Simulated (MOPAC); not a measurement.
A run for MOPAC: PM7 on GeP+, 2S+1 = 3, a spin state set in the input, which need not be the lowest, a point of a bond scan (R = 2.253 Å). Charge +1.

```
PM7 1SCF PRECISE CHARGE=1 UHF MS=1 THREADS=1
GeP

P      0.00000000 1     0.00000000 1     0.00000000 1
Ge     0.00000000 1     0.00000000 1     2.25279900 1
```

It printed:

```
*******************************************************************************
 **                                                                           **
 **                              MOPAC v23.2.5                                **
 **                                                                           **
 *******************************************************************************
 ** MOPAC's Digital Object Identifier: https://doi.org/10.5281/zenodo.6511958 **
 **                                                                           **
 ** Please cite the open-source release paper for use of this MOPAC version:  **
 ** J. E. Moussa and J. J. P. Stewart (2026)                                  **
 ** MOPAC: An open-source semiempirical molecular orbital program             **
 ** J. Open Source Softw., 11(119), 8025, https://doi.org/10.21105/joss.08025 **
 *******************************************************************************

                              PM7 CALCULATION RESULTS

 *******************************************************************************
 *  PM7        - The PM7 Hamiltonian to be used
 *  UHF        - UNRESTRICTED HARTREE-FOCK CALCULATION
 *
 *
 *
 *                 CHARGE ON SYSTEM = +1
 *
 *
 *
 *  MS=        - IN MECI, MAGNETIC COMPONENT OF SPIN =  1.0
 *  PRECISE    - TIGHTER CRITERIA TO BE USED
 *  1SCF       - DO 1 SCF AND THEN STOP
 *  THREADS=1  - MULTI-THREADING NOT USED
 *  T=         - A TIME OF 172800.0 SECONDS REQUESTED
 *  DUMP=N     - RESTART FILE WRITTEN EVERY 7200.0 SECONDS REQUESTED
 *******************************************************************************
PM7 1SCF PRECISE CHARGE=1 UHF MS=1 THREADS=1
 GeP

   ATOM   CHEMICAL          X               Y               Z
  NUMBER   SYMBOL      (ANGSTROMS)     (ANGSTROMS)     (ANGSTROMS)

     1       P          0.00000000  *   0.00000000  *   0.00000000  *
     2      Ge          0.00000000  *   0.00000000  *   2.25279900  *



          CARTESIAN COORDINATES

    NO.       ATOM           X           Y           Z

     1         P          0.0000      0.0000      0.0000
     2        Ge          0.0000      0.0000      2.2528

 General Reference for PM7:
 "Optimization of Parameters for Semiempirical Methods VI: More Modifications to the
 NDDO Approximations and Re-optimization of Parameters", J. J. P. Stewart, J. Mol. Mod., 1:32, 19 (2013)
 https://link.springer.com/article/10.1007/s00894-012-1667-x

           Empirical Formula: P Ge  =     2 atoms



      MOLECULAR POINT GROUP   :   C*v


          UHF CALCULATION, NO. OF ALPHA ELECTRONS =    5
                           NO. OF BETA  ELECTRONS =    3

 -------------------------------------------------------------------------------
 PM7 1SCF PRECISE CHARGE=1 UHF MS=1 THREADS=1
 GeP



     1SCF WAS SPECIFIED, SO BFGS WAS NOT USED
     SCF FIELD WAS ACHIEVED


                              PM7 CALCULATION
                                                       MOPAC v23.2.5 Linux




          FINAL HEAT OF FORMATION =        259.95193 KCAL/MOL =    1087.63887 KJ/MOL


          COSMO AREA              =         98.62 SQUARE ANGSTROMS
          COSMO VOLUME            =         86.68 CUBIC ANGSTROMS

          IONIZATION POTENTIAL    =         12.928988 EV
          ALPHA SOMO LUMO (EV)    =        -14.157 -6.739
          BETA  SOMO LUMO (EV)    =        -12.929 -8.974
          NO. OF ALPHA ELECTRONS  =          5
          NO. OF BETA  ELECTRONS  =          3
          MOLECULAR WEIGHT        =        103.5638         POINT GROUP:  C*v

          MOLECULAR DIMENSIONS (Angstroms)

            Atom       Atom       Distance
           Ge     2    P     1     2.25280
           Ge     2    P     1     0.00000
            P     1   Ge     2     0.00000


          SCF CALCULATIONS        =          1





   ATOM   CHEMICAL          X               Y               Z
  NUMBER   SYMBOL      (ANGSTROMS)     (ANGSTROMS)     (ANGSTROMS)

     1       P          0.00000000  *   0.00000000  *   0.00000000  *
     2      Ge          0.00000000  *   0.00000000  *   2.25279900  *

                             CARTESIAN COORDINATES

   1    P        0.000000000     0.000000000     0.000000000
   2   Ge        0.000000000     0.000000000     2.252799000


           Empirical Formula: P Ge  =     2 atoms



      MOLECULAR POINT GROUP   :   C*v


          ALPHA EIGENVALUES
 -50.74203 -23.38474 -14.87971 -14.19341 -14.15748  -6.73933  -6.21820  -3.98069
  96.76320  96.86753  96.91347  96.92913  96.96284


           BETA EIGENVALUES
 -47.59165 -22.70472 -12.92899  -8.97370  -8.24120  -6.14637  -5.49877  -3.16719
  96.78571  96.81428  96.90298  96.92402  96.95353


              NET ATOMIC CHARGES AND DIPOLE CONTRIBUTIONS

  ATOM NO.   TYPE          CHARGE      No. of ELECS.   s-Pop       p-Pop       d-Pop
    1          P           0.112911        4.8871     1.90518     2.96442     0.01749
    2         Ge           0.887089        3.1129     1.80827     1.30464
 DIPOLE           X         Y         Z       TOTAL
 POINT-CHG.     0.000     0.000     2.014     2.014
 HYBRID         0.000     0.000    -0.783     0.783
 SUM            0.000     0.000     1.231     1.231


          ATOMIC ORBITAL ELECTRON POPULATIONS

     Atom    s        px        py        pz      x^2-y^2     xz        z^2       yz        xy
    1  P   1.90518   1.19873   0.85396   0.91173   0.00000   0.00382   0.01294   0.00073   0.00000
    2 Ge   1.80827   0.79745   0.14531   0.36188


                    (SZ)    =    1.000000
                    (S**2)  =    2.260537


          ATOMIC ORBITAL SPIN POPULATIONS

    Atom   Total    s     px     py     pz   x^2-y^2  xz     z^2    yz     xy
         Atomic
    1  P  2.0151  0.014  0.484  0.854  0.665 -0.000 -0.002 -0.000  0.001 -0.000
    2 Ge -0.0151  0.082 -0.482  0.145  0.239

 **********************
 *                    *
 * JOB ENDED NORMALLY *
 *                    *
 **********************




 == MOPAC DONE ==
```

The run finished. Its determinant has ⟨S²⟩ = 2.26, a mixture of spin states.

Cost: very roughly 0.03 core-seconds.
